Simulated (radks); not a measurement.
Results of a calculation; reference values are marked as such.
Eu+, configuration [Xe] 4f7 6s1. Code: a radial shooting solver on a logarithmic mesh with Libxc functionals. Model: Dirac Kohn-Sham, PBE, spin-unpolarised, spherical densities, finite nucleus; open shells are shared between the two j in proportion to 2j + 1; Fermi nuclear charge, rms radius 5.1115 fm.

Normalised radial functions P(r) = r R(r) (large component), r in bohr:

r	6s1/2
0.002004	0.0233
0.003162	0.0322
0.005029	0.0422
0.007934	0.0501
0.01262	0.0493
0.01991	0.0291
0.03141	-0.0171
0.04996	-0.0718
0.07882	-0.0672
0.1254	0.0451
0.1978	0.1158
0.3146	-0.0597
0.4963	-0.1587
0.783	0.1445
1.245	0.2477
1.965	-0.2032
3.125	-0.5781
4.93	-0.4182
7.841	-0.0998
12.37	-0.0054

6s1/2: eigenvalue -8.524 eV, 5 radial nodes at r = 0.0272, 0.108, 0.281, 0.654, 1.66 bohr, <r> = 3.86 bohr, 90 % of the charge inside 5.61 bohr.
